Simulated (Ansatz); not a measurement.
`F[Si](F)(Cl)[GeH3]` + HI → `F[Si](F)(Cl)I` + GeH₄ at 700 K and 1 bar (cleavage of the Si–Ge bond).

Isolated molecules relaxed with PBE0-D4/def2-TZVP in Ansatz; ΔE leaves out vibrations. CBS: MP2 limit from def2 TZ/QZ plus the TZ coupled-cluster correction, frozen cores. Elements past krypton have def2 core potentials. For Ge, I outer-core shells are correlated without core-valence functions, which leaves a few kJ/mol of doubt a bond. Scalar relativity is left out up to krypton.

| species | CCSD(T)/CBS energy (Eh) | H − E (kJ/mol) | S (J/(mol·K)) |
| --- | --- | --- | --- |
| `F[Si](F)(Cl)[GeH3]` | -3026.54774 | 160.4 | 488.7 |
| HI | -298.03592 | 34.6 | 231.7 |
| `F[Si](F)(Cl)I` | -1246.11308 | 80.7 | 430.3 |
| GeH₄ | -2078.49493 | 112.9 | 267.3 |

H − E and S are ideal-gas, rigid-rotor, harmonic terms from PBE0-D4/def2-TZVP. 1 Eh = 2625.50 kJ/mol, R = 8.31446 J/(mol·K).

Question: By hand: ΔE, ΔH, ΔS and ΔG.

Answer: ΔE = (-1246.11308) + (-2078.49493) − (-3026.54774) − (-298.03592) = -0.02435 Eh = -63.9 kJ/mol. Δ(H − E) = 80.7 + 112.9 − 160.4 − 34.6 = -1.4, so ΔH = -65.3 kJ/mol. ΔS = 430.3 + 267.3 − 488.7 − 231.7 = -22.8 J/(mol·K). ΔG = -65.3 − 700 × (-22.8)/1000 = -49.3 kJ/mol.

Question: By hand: the equilibrium constant, and the temperature at which ΔG would vanish if ΔH and ΔS stayed fixed.

Answer: log₁₀ K = −ΔG/(RT ln 10) = 3.7. ΔG = 0 at ΔH/ΔS = 2864 K, far beyond where these terms or the molecules hold.

ΔH outweighs TΔS. A doubt of 5 kJ/mol in ΔE shifts log₁₀ K by 0.4 here. These are equilibria of isolated gas molecules and say nothing of rates. Largest T1 diagnostic: 0.012 (customary marks: 0.02 for closed shells, 0.045 for open ones).
